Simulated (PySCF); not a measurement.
A structure optimised at PBE-D3(BJ)/def2-TZVP, used in a PySCF frequency run:

```xyz
5

C     -1.5157    -0.0080     0.0000
Se     0.4331    -0.0008     0.0000
H     -1.9038    -0.4866     0.9061
H     -1.9038    -0.4866    -0.9061
H     -1.8247     1.0488     0.0000
```
Charge 0, spin multiplicity 2.

Q: Write its SMILES, formula and point group.

A: C[Se], CH3Se, Cs

Q: What are its rotational constants (standard atomic weights)?

A: 155.89, 9.4421, 9.4301 GHz
